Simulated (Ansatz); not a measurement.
Basis-set series for H₆N₃STa, SMILES `[NH2][Ta]([NH2])([NH2])=[S]`. The species carries charge 0 and has multiplicity 1. Ta takes the def2 core potential. All single points use the PBE0-D4/def2-TZVP geometry. It is one conformer, not always the lowest.

```xyz
11

N     0.076   -0.588    1.772
Ta   -0.028    0.439    0.086
N     1.585    0.045   -0.989
N    -1.617   -0.168   -0.922
S    -0.161    2.572    0.501
H    -0.216   -0.233    2.671
H     0.619   -1.431    1.892
H     2.386    0.656   -1.055
H     1.631   -0.666   -1.704
H    -2.224    0.445   -1.447
H    -2.053   -1.071   -0.805
```

| functional | basis | functions | energy (Eh) | HOMO (eV) | LUMO (eV) |
| --- | --- | --- | --- | --- | --- |
| PBE0-D4 | def2-TZVPP | 275 | -623.02235 | -6.89 | -0.65 |
| PBE0-D4 | def2-QZVPP | 502 | -623.04557 | -6.94 | -0.74 |
| ωB97M-V | def2-TZVPP | 275 | -623.17789 | -9.01 | 1.25 |
| ωB97M-V | def2-QZVPP | 502 | -623.19996 | -9.08 | 0.62 |

Task: Give the rows for def2-SVP. (An estimate is asked.)

Result: Ansatz gave: 
```tsv
functional	basis	functions	energy (Eh)	HOMO (eV)	LUMO (eV)
PBE0-D4	def2-SVP	122	-622.66567	-6.83	-0.52
ωB97M-V	def2-SVP	122	-622.81365	-8.93	1.53
```

Positive LUMOs are unbound and depend on the basis.
